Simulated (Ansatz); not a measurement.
Basis-set extrapolation for `CC[CH](F)[AlH2]` (PBE0-D4/def2-TZVP geometry, frozen core, Ansatz). Multiplicity 1, RHF reference.

```json
{"": "HF", "def2-TZVPP": "-459.683906", "def2-QZVPP": "-459.700991"}
{"": "MP2 correlation", "def2-TZVPP": "-0.853050", "def2-QZVPP": "-0.916625"}
{"": "CCSD(T) correlation", "def2-TZVPP": "-0.934619", "def2-QZVPP": "not run"}
```

Energies in hartree. Use E(X) = E(∞) + A·exp(−7.88·√X) for Hartree–Fock and E(X) = E(∞) + B·X^(−2.97) for correlation, with X = 3 and 4, and add CCSD(T) minus MP2 of the smaller set to the MP2 limit.

Q: What is the CCSD(T) energy at the basis-set limit?

A: HF limit: -459.700991 + (-0.017085) × 0.13774 = -459.70334. MP2 limit: -0.916625 + (-0.063575) × 0.74074 = -0.96372. Higher-order term: -0.934619 − (-0.853050) = -0.08157. Total: -460.74863 hartree, 341.6 kJ/mol below CCSD(T)/def2-TZVPP.
